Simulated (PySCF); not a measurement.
## Frontier orbitals and the lowest excitations

Compound: C₅H₉ClO.
Atom-mapped SMILES: `[CH3:1][C@@:2]1([CH2:3][Cl:4])[CH2:5][CH2:6][O:7]1` (hydrogens: H8, H9, H10 on C1; H11, H12 on C3; H13, H14 on C5; H15, H16 on C6)

Method used: TDDFT PBE0/def2-SVPD, vertical, gas phase, core orbitals frozen in the response in PySCF 2.14.0, density-fitted response routines. Geometry: GFN2-xTB, one conformer, isolated molecule. Torsions of this conformer, `[CH3:1][C@@:2]1([CH2:3][Cl:4])[CH2:5][CH2:6][O:7]1`: C1–C2–C3–Cl4 68°.

Kohn–Sham orbitals with the atoms that hold most of them (Löwdin shares over 4%, at most four atoms; ? is withheld):

| orbital | ε (eV) | atoms |
| --- | --- | --- |
| LUMO+2 | 1.23 | Cl4 14%, H15 13%, C6 13%, O7 9% |
| LUMO+1 | 0.62 | Cl4 15%, C5 11%, C6 10%, C3 10% |
| LUMO | 0.47 | ? |
| HOMO | ? | ? |
| HOMO-1 | -8.55 | Cl4 68%, C3 13%, H11 5% |
| HOMO-2 | -8.77 | Cl4 60%, C3 9%, C2 7%, O7 7% |
| HOMO-3 | -9.05 | O7 46%, C5 16%, C2 11%, Cl4 10% |

Question: Which atoms hold the HOMO, and with what shares?

Answer: O7 (bonded to 2 C) 52%; C6 (bonded to C, O and 2 H) 9%; Cl4 (bonded to C) 7%; C2 (bonded to 3 C and O) 6%. By element: oxygen 52%, carbon 16% or more, chlorine 7%.

Question: Give the leading atoms of the LUMO.

Answer: Cl4 (bonded to C) 46%; C3 (bonded to C, Cl and 2 H) 19%; O7 (bonded to 2 C) 9%; H12 (bonded to C) 4%.

Question: What is the HOMO energy, and the HOMO–LUMO gap?

Answer: ε(HOMO) = -7.49 eV; the gap is 7.96 eV (0.2925 hartree).

Question: How does S1 compare with the orbital gap of 7.96 eV?

Answer: S1 is at 6.67 eV (f = 0.016), 1.29 eV below the gap, made of HOMO→LUMO (94%). 

Question: Give energy, strength and leading configuration of S1, S2 and S3, and follow the Löwdin shares of the leading atoms from the occupied to the empty orbital.

Answer: 
- S1 (6.67 eV, f 0.016), HOMO→LUMO (94%): O7 52% → 9%, C6 9% → at most 5%, Cl4 7% → 46%, C3 at most 7% → 19%
- S2 (7.01 eV, f 0.0078), HOMO→LUMO+1 (96%): O7 52% → at most 10%, C6 9% → 10%, Cl4 7% → 15%, C5 at most 7% → 11%
- S3 (7.43 eV, f 0.0041), HOMO-1→LUMO (89%): Cl4 68% → 46%, C3 13% → 19%

Without π bonds the low states may be Rydberg-like; a valence basis with one diffuse set may place them up to an eV too high.
